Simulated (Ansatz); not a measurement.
Geometry optimisation, RKS PBE0-D4/def2-SVPD in Ansatz.

Input:

```yaml
crystal:
  periodic: [false, false, false]
  atoms:
    - { symbol: B, position_ang: [-1.12409, 2.13724, -0.43698] }
    - { symbol: Si, position_ang: [-0.24902, 0.47308, -0.12877] }
    - { symbol: C, position_ang: [0.55279, -1.04427, -0.30243] }
    - { symbol: O, position_ang: [1.16585, -1.93131, 0.71713] }
    - { symbol: H, position_ang: [-0.60868, 1.14044, 1.09552] }
    - { symbol: H, position_ang: [-1.43396, 2.83386, 0.45266] }
    - { symbol: H, position_ang: [0.49692, -2.58934, 0.98943] }
    - { symbol: H, position_ang: [1.89125, -2.38547, 0.24227] }
total_charge: 1
basis:
  gaussian: { orbitals: def2-SVPD }
hamiltonian:
  xc: pbe0
  dispersion: d4
relax:
  f_tol: 0.02
  max_steps: 50
```

Run as:

```bash
$ ansatz run input.yaml --threads 2 --pin off --max-ram 3072MiB --backend cpu --events-out ev --progress --plain --runs-dir out
```

**Question.** Where does it end, and by what steps?

**Answer.** The run converged. After 48 steps the energy has fallen by 6.184 eV; B1 moved furthest, 1.75 Å. Parted: Si2–H5 (1.44 → 3.39 Å). Joined: B1–C3 (3.60 → 1.44 Å), B1–H5 (1.90 → 1.19 Å).

```tsv
step	energy less start (eV)	largest force component (eV/Å)	accepted
0	0.0000	1.733	yes
2	-0.9471	1.389	yes
4	-1.6112	1.357	yes
6	-2.2869	1.078	yes
8	-2.6362	0.762	yes
10	-2.8965	0.225	yes
12	-2.9116	0.724	no
14	-3.0097	0.121	yes
16	-3.0549	0.312	yes
18	-3.1000	0.541	yes
20	-3.1865	0.620	yes
22	-3.3838	0.525	yes
24	-3.5880	1.318	yes
26	-3.8743	1.070	yes
28	-4.4155	1.037	yes
30	-4.8879	0.995	yes
32	-5.3447	0.604	yes
34	-5.7867	0.572	yes
36	-5.9908	0.393	yes
38	-6.0256	0.870	no
40	-6.0708	0.214	yes
42	-6.1395	0.306	yes
44	-6.1677	0.497	yes
46	-6.1835	0.062	yes
48	-6.1843	0.010	yes
```

```xyz
8
Properties=species:S:1:pos:R:3
B -0.748 0.643 0.395
Si 1.269 1.316 -0.277
C 0.419 -0.181 0.188
O 0.596 -1.590 0.280
H -1.899 0.612 0.712
H -0.374 1.848 0.137
H -0.072 -2.085 0.790
H 1.501 -1.928 0.404
```

Whether the end is a true minimum wasn't checked by a vibrational analysis.

Run time: 85 s on 2 threads of Intel(R) Xeon(R) Platinum 8559C (Emerald Rapids), on a shared host, peak memory 0.24 GiB.
